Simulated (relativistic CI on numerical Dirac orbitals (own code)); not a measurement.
Method of calculation: Dirac-Coulomb-Breit CI, separate exchange-only KLI orbitals for each configuration, QED by a radiative potential, unscaled Slater integrals (own radial code, finite nucleus).

CI space (outside the closed core 1s2): 2s2 2p3, 2s 2p4, 2p5, 2p4 3s, 2p4 3p, 2s2 2p2 3s, 2p4 3d, 2s2 2p2 3p, 2s2 2p2 3d, 2s 2p3 3s, 2s 2p3 3p, 2s 2p3 3d, 2s2 2p2 4s, 2s2 2p2 4p, 2s2 2p2 4d, 2s2 2p2 4f, 2s2 2p 3s2, 2s 2p3 4s, 2s2 2p 3s 3p, 2s 2p3 4p, 2s2 2p2 5s, 2s2 2p 3s 3d, 2s 2p3 4d, 2s 2p3 4f, 2s2 2p 3p2, 2s2 2p2 5p, 2s2 2p2 5d, 2s2 2p2 5f, 2s2 2p2 5g, 2s2 2p 3p 3d, 2s 2p2 3s2, 2s2 2p 3d2, 2s 2p2 3s 3p, 2s 2p2 3s 3d, 2s 2p2 3p2, 2s 2p2 3p 3d. Levels of other configurations are missing.

At this charge energies of transitions that change n are usually good to better than 1 %, and those within a shell (Δn = 0) to a few per cent.

Outline of the computed level scheme of Re LXIX. Lowest level of each configuration: 2s2 2p3 2P°_3/2 at 0.0 eV; 2s 2p4 4P_5/2 at 1833.5 eV; 2p5 2P°_3/2 at 3850.4 eV; 2s2 2p2 3s 4P_1/2 at 9046.9 eV; 2s2 2p2 3p 2P°_1/2 at 9154.4 eV; 2s2 2p2 3d 2D_3/2 at 9698.3 eV; 2s 2p3 3s 4P°_5/2 at 10853.4 eV; 2s 2p3 3p 4P_3/2 at 10971.4 eV.

Some strong electric-dipole decays among the lowest 45 levels: 2s2 2p2 3d 2D_5/2 → 2s2 2p3 2P°_3/2 (1.5e+15 s⁻¹); 2s 2p3 3p 2P_1/2 → 2s2 2p3 2P°_3/2 (5.9e+14 s⁻¹); 2s 2p3 3p 2D_5/2 → 2s2 2p3 2P°_3/2 (5.7e+14 s⁻¹); 2s 2p3 3p 2D_3/2 → 2s2 2p3 2P°_3/2 (4.0e+14 s⁻¹); 2s2 2p2 3d 2D_3/2 → 2s2 2p3 2P°_3/2 (2.7e+14 s⁻¹); 2s2 2p2 3d 4F_3/2 → 2s2 2p3 2P°_3/2 (2.5e+14 s⁻¹); 2s2 2p2 3s 4P_1/2 → 2s2 2p3 2P°_3/2 (2.5e+14 s⁻¹); 2s 2p3 3p 4P_3/2 → 2s2 2p3 2P°_3/2 (2.2e+14 s⁻¹).

LS names give the leading component of a level, which can be under half, so a name can repeat, a term be missing and a line seem to break the LS rules.
